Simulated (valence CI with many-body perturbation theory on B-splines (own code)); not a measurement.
The numbers below are computed, except where a source is named.
Run record, Pm54+

Level of theory: configuration interaction combined with many-body perturbation theory (CI+MBPT): five valence electrons over a frozen Dirac-Fock core [He], radial functions for each j: 11 s, 11 p, 10 d, 8 f, 5 g, 2 h, with the one-electron correlation potential Σ1 (screened to all orders), the two-electron term Σ2, the three-electron term Σ3, Breit, model QED; selected single and double excitations, second order for the rest, scaled by the run's own slope (own B-spline code, finite nucleus).

Command, and the settings that its task file holds:

```sh
python run_cv.py task.json out
```

```
atom Pm  Z=61  mass_number=145  rms_radius_fm=4.9620
core [He]
valence 2s2 2p3
avg = 1
basis = M
breit = 1
cap = 32000
capref = 2000
cscale = 1
de = 0.0
dress = 0
eps = 2e-08
extrap = 1
h = 0.27
hh = 1
l2 = 3
lcore = 6
maxit = 60
n2 = 5
natural = 1
nlev = 150
nno = [5, 5, 5, 4, 2, 1]
nroot = 36
nsp = [6, 6, 5, 4, 3, 1]
pt2 = 1
qed = 1
rpa = 1
s1 = 1
s2 = 1
s3 = 1
screen = 1
tol = 2e-05
whole = 1
```

(1) Roughly how long does this run take on one core of Arm Neoverse V2, and how much memory?

Log. The first blocks belong to the next ion, which gives the ionisation energy. Fields: 2J, parity (1 odd), roots, reference size, generating configurations, candidates as configurations/state functions, variational space P, stored matrix elements, Davidson steps; e2 is the range of second-order energies in hartree. The first line gives the box (bohr), its intervals, the orbitals and the steps of their self-consistent field. Window is the range of levels sought, series limit the energy at which the first omitted orbital would enter, core excitation an estimate of the first excitation out of the core, left out the lowest levels not solved, and shifts from estimates the range by which levels moved from their first estimate, all in cm⁻¹.

```
rmax 2.7 intervals 57 orbitals 83 references ['2s2 2p3', '2s 2p4', '2p5'] scf 3 t 0.5
2J=0 par=0 roots 2 ref 28 generators 4 cand 5650/7803 P 2292/3200 nnz 1.4e+06 it 4
2J=0 par=0 roots 2 ref 28 generators 4 cand 3384/4631 P 3491/4971 nnz 3.1e+06 it 4
   second order: generators 6 cand 6739/10784 e2 -0.00002 -0.00001
reference levels 1271, estimated 744, window 61803707 1/cm; series limit 81188799, core excitation 312310586
2J=3 par=1 roots 36 ref 166 generators 22 cand 50875/385242 P 1767/7279 nnz 5.1e+06 it 7
2J=3 par=1 roots 36 ref 166 generators 23 cand 50439/383168 P 5661/31987 nnz 5.6e+07 it 10
   second order: generators 37 cand 102666/1039551 e2 -0.02348 -0.00838
2J=5 par=1 roots 29 ref 150 generators 18 cand 52416/472264 P 1607/7260 nnz 5.9e+06 it 8
2J=5 par=1 roots 29 ref 150 generators 18 cand 52046/470193 P 4926/31999 nnz 6.4e+07 it 9
   second order: generators 32 cand 94932/1224607 e2 -0.03312 -0.01208
2J=1 par=1 roots 26 ref 108 generators 22 cand 50819/233055 P 2414/7200 nnz 4.2e+06 it 7
2J=1 par=1 roots 26 ref 108 generators 24 cand 51512/237650 P 8237/32000 nnz 4.7e+07 it 8
   second order: generators 38 cand 95076/557339 e2 -0.01505 -0.00456
2J=5 par=0 roots 28 ref 167 generators 22 cand 53940/477261 P 1772/7283 nnz 5.3e+06 it 7
2J=5 par=0 roots 28 ref 167 generators 22 cand 53479/475185 P 5436/31998 nnz 5.7e+07 it 8
   second order: generators 40 cand 115855/1454286 e2 -0.03043 -0.01257
2J=1 par=0 roots 25 ref 110 generators 21 cand 46714/217844 P 2544/7200 nnz 4.1e+06 it 7
2J=1 par=0 roots 25 ref 110 generators 23 cand 46097/215788 P 8404/31999 nnz 4.7e+07 it 9
   second order: generators 36 cand 89559/554452 e2 -0.01481 -0.00332
2J=3 par=0 roots 33 ref 168 generators 20 cand 52317/389071 P 1767/7283 nnz 5.1e+06 it 8
2J=3 par=0 roots 33 ref 168 generators 22 cand 51869/386996 P 5672/31988 nnz 5.6e+07 it 9
   second order: generators 39 cand 111673/1195680 e2 -0.03165 -0.00959
2J=7 par=1 roots 16 ref 104 generators 10 cand 41836/420622 P 1688/7194 nnz 5.9e+06 it 6
2J=7 par=1 roots 16 ref 104 generators 11 cand 41418/418572 P 4857/31997 nnz 6.9e+07 it 9
   second order: generators 20 cand 72687/1031707 e2 -0.01931 -0.00933
2J=7 par=0 roots 13 ref 115 generators 11 cand 43321/425411 P 1731/7214 nnz 5.5e+06 it 5
2J=7 par=0 roots 13 ref 115 generators 12 cand 42829/423352 P 5165/32000 nnz 6.4e+07 it 7
   second order: generators 24 cand 79839/1161911 e2 -0.02013 -0.00899
2J=9 par=0 roots 5 ref 69 generators 5 cand 24437/241737 P 1595/6380 nnz 4.5e+06 it 5
2J=9 par=0 roots 5 ref 69 generators 5 cand 23951/239764 P 5252/32000 nnz 8.1e+07 it 5
   second order: generators 8 cand 33408/451581 e2 -0.00810 -0.00422
2J=9 par=1 roots 6 ref 51 generators 4 cand 21971/235229 P 1464/6398 nnz 5e+06 it 6
2J=9 par=1 roots 6 ref 51 generators 4 cand 21406/232238 P 4437/31990 nnz 9.2e+07 it 8
   second order: generators 7 cand 34487/483601 e2 -0.00676 -0.00356
2J=11 par=1 roots 2 ref 21 generators 2 cand 17968/210262 P 1695/6400 nnz 3.6e+06 it 5
2J=11 par=1 roots 2 ref 21 generators 4 cand 19630/234764 P 4713/31991 nnz 8.3e+07 it 5
   second order: generators 5 cand 22077/291609 e2 -0.00194 -0.00149
left out: unestimated 73443837, estimated 64188934, shifts from estimates -20657 to 216
operators 0.2
```

The Davidson iterations converged.

No measured spectrum was set against this ion. As an estimate, large intervals hold to a few tenths of a per cent, small ones and those within an open d or f shell to about a per cent. Among the levels kept, up to 7300 cm⁻¹ of a level comes from second order outside the variational space, and about a tenth of that is noise between levels of different J, which matters for small intervals.

| Item | Value |
| --- | --- |
| Valence energy | -2213.563 hartree |
| Ionisation energy | 10943 eV (NIST: 10942 ± 5 eV (theoretical)) |
| Reference configurations for the orbitals | 2s2 2p3, 2s 2p4, 2p5 |
| Radial orbitals | 83 |
| Box radius | 2.715 bohr |
| Largest variational space | 32000 |
| Lowest levels | (2s^2 2p1/2^2 2p3/2) J=3/2 0.00, (2s^2 2p1/2 2p3/2^2) J=3/2 4569.1, (2s^2 2p1/2 2p3/2^2) J=5/2 4743.7, (2s^2 2p1/2 2p3/2^2) J=1/2 5050.8, (2s 2p1/2^2 2p3/2^2) J=5/2 6657.6, (2s 2p1/2^2 2p3/2^2) J=1/2 7313.6, (2s 2p1/2^2 2p3/2^2) J=3/2 7325.7, (2s^2 2p3/2^3) J=3/2 9631.2, (2s 2p1/2 2p3/2^3) J=3/2 [a] 11406, (2s 2p1/2 2p3/2^3) J=5/2 11697, (2s 2p1/2 2p3/2^3) J=1/2 12067, (2s 2p1/2 2p3/2^3) J=3/2 [b] 12150, (2p1/2^2 2p3/2^3) J=3/2 14457, (2s 2p3/2^4) J=1/2 16773 × 10³ cm⁻¹ |

Levels are named by their leading jj configuration (3d3/2^4 stands for four electrons in 3d with j = 3/2), which in mixed levels can hold well under half, so a name can repeat and another be missing. Letters in brackets count levels of one name in rising energy.

Answers

(1) 2.6 min on 1 thread of Arm Neoverse V2, with other jobs on the host, peak memory 1 GiB.
